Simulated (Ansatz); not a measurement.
The cluster Zr₂S₄⁻, relaxed as a doublet with UKS PBE0-D4/def2-SVPD in Ansatz, starting from the GFN1-xTB geometry. Force threshold 0.02 eV/Å.

In the def2 sets Zr takes a core potential; there is no spin–orbit coupling. The relaxation made no stability test and no search for a lower SCF solution. No other spin state of charge -1 was run. Another isomer (doublet) lies 0.75 eV lower at PBE0-D4/def2-TZVPD; other spin states weren't run for this one.

Start:

```xyz
6

Zr   -1.518   -0.288   -0.317
Zr    1.514    0.291    0.332
S     3.697    0.698    0.753
S     0.195   -1.723    0.631
S    -0.207    1.736   -0.583
S    -3.681   -0.715   -0.816
```

| step | energy (eV) | largest force component (eV/Å) | SCF passes |
| --- | --- | --- | --- |
| 1 | -45883.4450 | 0.606 | 27 |
| 2 | -45883.4752 | 0.247 | 29 |
| 3 | -45883.4829 | 0.180 | 27 |
| 4 | -45883.4862 | 0.113 | 27 |
| 5 | -45883.5172 | 0.748 | 31 |
| 6 | -45883.5310 | 0.934 | 29 |
| 7 | -45883.5371 | 0.906 | 21 |
| 8 | -45883.5726 | 0.593 | 27 |
| 9 | -45883.5920 | 0.246 | 24 |
| 10 | -45883.5947 | 0.060 | 26 |
| 11 | -45883.5956 | 0.021 | 26 |
| 12 | -45883.5958 | 0.017 | 21 |

Force components are those of the run's own axes.

End:

```xyz
6

Zr   -1.3914   -0.3549   -0.5497
Zr    1.5226    0.2024    0.0709
S     3.6428    0.6656    0.6836
S     0.1124   -1.6229    0.9298
S    -0.2909    1.8295   -0.2781
S    -3.5955   -0.7196   -0.8565
```

By distances, no bond broke or formed. The bond that changes most is Zr2–S4, from 2.43 to 2.46 Å (atoms count from 1).

No frequencies were taken in this run, so the end may be a saddle point.

It took 1.7 min on 4 threads of Arm Neoverse V1 on a shared host, peak host memory 0.7 GiB.
